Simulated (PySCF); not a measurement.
Level of theory: TPSSh-D3(BJ)/def2-TZVP // PBE-D3(BJ)/def2-SVP in PySCF. Isolated molecules, 0 K electronic values unless said otherwise. One relaxed conformer stands for a flexible species; it need not be the lowest. 

Reference species: [Zr(Cl)(OH)3] (neutral, multiplicity 1).

- HOMO = -7.77 eV
- mean distance from the central atom to its bonded neighbours = 2.041 Å
- coordination number = 4

After one change: the HOMO drops by 0.41 eV; the mean distance from the central atom to its bonded neighbours rises by 0.100 Å; the coordination number stays essentially unchanged.

Which change was made? The new species is one of these.
A. [Zr(Cl)2(OH)2]
B. [Zr(Cl)4]
C. [Zr(OH)4]
D. [Zr(Cl)3(OH)]

A, [Zr(Cl)2(OH)2]
